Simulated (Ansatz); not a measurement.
Input file for Ansatz (an electronic-structure program): R-wB97X-V/def2-TZVPP on BrH2InO (SMILES [OH][InH][Br]), a point of a torsion scan. Elements past Kr take the def2 small-core potentials; no spin–orbit coupling.

Ansatz 0.2 input:
```yaml
crystal:
  periodic: [false, false, false]
  atoms:
    - {symbol: O, position_ang: [-1.45091828, -0.27711145, -0.35926964]}
    - {symbol: In, position_ang: [0.25809776, 0.58072700, -0.63065824]}
    - {symbol: Br, position_ang: [1.23163288, 1.48962219, 1.44614977]}
    - {symbol: H, position_ang: [-1.63265230, -0.69376973, 0.48293435]}
    - {symbol: H, position_ang: [0.81551535, 0.72190488, -2.20880137]}
basis:
  gaussian:
    orbitals: def2-TZVPP
hamiltonian:
  xc: {name: wB97X-V}
scf: {lower_state_search: off}
```

Output:

```
WARN ansatz: RAYON_NUM_THREADS=1 ignored (pool sized by the plan → 1); use --threads N
Functional definition: wB97X-V
these checks for a lower state are left out or cut short: stability, starts, cluster_reference, orbital_swaps, neighbouring_geometries, increment
integrals: 0.11 GiB planned
1134 factors; their error is unknown
integrals: 0.14 GiB planned
205 factors; integrals over basis functions are off by at most 4.5e-5 eV
mean field: 0.93 GiB planned
mean field evaluation 1: about -77289.0885 eV, gradient 5.6e1 eV
mean field evaluation 2: about -77283.4674 eV, gradient 8.0e1 eV
mean field evaluation 4: about -77294.5185 eV, gradient 2.2e0 eV
mean field evaluation 8: about -77294.8419 eV, gradient 6.6e-2 eV
mean field evaluation 16: about -77294.8419 eV, gradient 1.5e-5 eV
mean field -77294.84192127 eV, -2840.5330482812 hartree, gradient 6.1e-6 eV, S^2 0.000000; 0 other end points of the search recorded, 0 dependent functions left out
reference -77294.84191894 eV, -2840.5330481955 hartree; 33, 33 occupied and 124, 124 virtual orbitals, 1134 factors
Total energy: -77294.84191894 eV, -2840.5330481955 hartree
Checks for a lower state left out: stability, starts, cluster_reference, orbital_swaps, neighbouring_geometries, increment
```

Self-consistency was reached.

Cost: around 6 core-seconds (rough).
